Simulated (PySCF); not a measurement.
A species of formula C6H11NOSi has this rotational fingerprint, computed with PBE0/pcSseg-1 in PySCF (dipole) on a GFN2-xTB geometry, gas phase:

```
Rotational constants : A = 2238, B = 906.0, C = 681.1 MHz
Dipole components    : |μa| = 1.73 D, |μb| = 0.45 D, |μc| = 1.20 D
Inertial defect      : -41.54 u·Å²
κ                    : -0.71
```

Task: Which candidate fits, each taken in the one conformer that was computed?
A. `[H]/[N:2]=[CH:3]\[CH2:4][SiH2:5][O:6][C@:7]12[CH2:8][C@H:9]1[CH2:10]2` with N2–C3–C4–Si5 98°, C3–C4–Si5–O6 63°, C4–Si5–O6–C7 -177°, Si5–O6–C7–C8 129°
B. `[CH3:1][SiH2:2][CH2:3]/[CH:4]=[CH:5]/[O:6][CH2:7][C:8]#[N:9]` with C1–Si2–C3–C4 63°, Si2–C3–C4–C5 -105°, C4–C5–O6–C7 1°, C5–O6–C7–C8 179°
C. `[H]/[N:7]=[CH:6]/[C@@H:5]1[CH:4]=[C:3]([O:2][CH3:1])[CH2:9][SiH2:8]1` with C1–O2–C3–C4 -1°, C4–C5–C6–N7 -140°
D. `[CH3:1][C@@H:2]([OH:3])[C@H:4]1[SiH2:5][CH2:6][C@H:7]1[C:8]#[N:9]` with C1–C2–O3–H -64°, C1–C2–C4–Si5 66°, C2–C4–Si5–C6 131°, C4–Si5–C6–C7 -10°, Si5–C6–C7–C8 -106°, C2–C4–C7–C6 -138°

Result: C. It is [H]/N=C/[C@@H]1C=C(OC)C[SiH2]1, an asymmetric top, point group C1. The candidates at the same level (rigid rotor, commonest isotopes):

```csv
SMILES,A (MHz),B (MHz),C (MHz),μa (D),μb (D),μc (D),Δ (u·Å²),point group,rotor
[H]/N=C/[C@@H]1C=C(OC)C[SiH2]1,2238,906.0,681.1,1.73,0.45,1.20,-41.54,C1,asymmetric top
[H]/N=C\C[SiH2]O[C@]12C[C@H]1C2,3179,690.3,621.5,0.89,2.49,0.24,-78.01,C1,near-prolate asymmetric top
C[SiH2]C/C=C/OCC#N,3444,463.5,444.6,3.82,1.10,0.85,-100.60,C1,near-prolate asymmetric top
C[C@@H](O)[C@H]1[SiH2]C[C@H]1C#N,1603,1344,857.9,0.49,3.67,0.88,-102.10,C1,asymmetric top
```

`[H]/N=C\C[SiH2]O[C@]12C[C@H]1C2` has A 42 % too high; `C[SiH2]C/C=C/OCC#N` has A 54 % too high; `C[C@@H](O)[C@H]1[SiH2]C[C@H]1C#N` has B 48 % too high. No structure here is proved a minimum.
